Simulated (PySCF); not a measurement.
SMILES c1cc(ccc1Cl)[Si](C)(C)C (C9H13ClSi), GFN2-xTB optimised geometry.

```
24

C     -0.38    -3.44    -1.56
Si    -0.86    -2.45     0.00
C     -2.74    -2.13     0.00
C     -0.38    -3.42     1.57
C      0.09    -0.80     0.00
C     -0.55     0.43     0.00
C      0.15     1.62     0.00
C      1.54     1.58     0.00
Cl     2.44     3.06     0.00
C      2.21     0.37     0.00
C      1.48    -0.80     0.00
H      0.69    -3.65    -1.58
H     -0.62    -2.89    -2.46
H     -0.90    -4.39    -1.60
H     -3.06    -1.57     0.87
H     -3.05    -1.57    -0.88
H     -3.29    -3.06     0.00
H      0.69    -3.62     1.60
H     -0.89    -4.38     1.61
H     -0.64    -2.88     2.47
H     -1.63     0.47     0.00
H     -0.36     2.57     0.00
H      3.29     0.36     0.00
H      2.01    -1.74     0.00
```

Density from PySCF 2.14.0 with B3LYP/def2-SVP at that geometry.

Minimum of the electron density along straight lines between bonded atoms, close to the bond critical point (lines longer than 1.1 times the sum of covalent radii, or with two minima, are not listed):

| bond | length / Å | ρ at the minimum / e bohr⁻³ | ∇²ρ there / e bohr⁻⁵ | position (fraction from the first atom) |
|---|---|---|---|---|
| C1–Si2 | 1.909 | 0.110 | 0.31 | 0.62 |
| Si2–C3 | 1.906 | 0.110 | 0.32 | 0.38 |
| Si2–C4 | 1.909 | 0.110 | 0.31 | 0.38 |
| Si2–C5 | 1.902 | 0.110 | 0.33 | 0.38 |
| C5–C6 | 1.391 | 0.309 | -0.78 | 0.49 |
| C6–C7 | 1.383 | 0.314 | -0.81 | 0.50 |
| C7–C8 | 1.384 | 0.315 | -0.82 | 0.48 |
| C8–Cl9 | 1.732 | ? | ? | 0.42 |
| C8–C10 | 1.385 | 0.315 | -0.82 | 0.52 |
| C5–C11 | 1.392 | 0.308 | -0.78 | 0.49 |
| C10–C11 | 1.382 | 0.314 | -0.81 | 0.50 |
| C1–H12 | 1.086 | 0.272 | -0.97 | 0.62 |
| C1–H13 | 1.086 | 0.272 | -0.97 | 0.62 |
| C1–H14 | 1.086 | 0.272 | -0.97 | 0.62 |
| C3–H15 | 1.086 | 0.272 | -0.97 | 0.62 |
| C3–H16 | 1.086 | 0.272 | -0.97 | 0.62 |
| C3–H17 | 1.086 | 0.272 | -0.97 | 0.62 |
| C4–H18 | 1.086 | 0.272 | -0.97 | 0.62 |
| C4–H19 | 1.086 | 0.272 | -0.97 | 0.62 |
| C4–H20 | 1.086 | 0.272 | -0.97 | 0.62 |
| C6–H21 | 1.079 | 0.286 | -1.09 | 0.63 |
| C7–H22 | 1.079 | 0.285 | -1.09 | 0.63 |
| C10–H23 | 1.079 | 0.285 | -1.10 | 0.63 |
| C11–H24 | 1.080 | 0.285 | -1.08 | 0.63 |

**Question.** What belongs in the gaps?

**Answer.** 
- C8–Cl9, ρ at the minimum / e bohr⁻³: 0.200
- C8–Cl9, ∇²ρ there / e bohr⁻⁵: -0.28
